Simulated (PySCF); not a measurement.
CH6O3Si2, SMILES O(C=O)[SiH2]O[SiH3]. The structure is a stationary point at B3LYP-D3(BJ)/def2-SVP. This is a generated structure with no PubChem entry under its InChIKey; it may be hypothetical. The values are those of a single conformer.

Computed equilibrium geometry at B3LYP-D3(BJ)/def2-SVP (PySCF confirms it by a frequency run) as a Z-matrix (one conformer of several):
```
Si
O 1 1.6420
Si 2 1.6677 1 145.66
O 1 1.7230 2 103.77 3 0.91
C 4 1.3358 1 120.16 2 179.97
O 5 1.2028 4 124.26 1 -0.01
H 5 1.1107 6 124.50 4 180.00
H 1 1.4790 2 110.29 3 117.81
H 1 1.4791 8 113.53 2 -124.41
H 3 1.4865 2 107.67 1 179.49
H 3 1.4898 10 109.70 2 -119.92
H 3 1.4899 10 109.70 11 -120.16
```
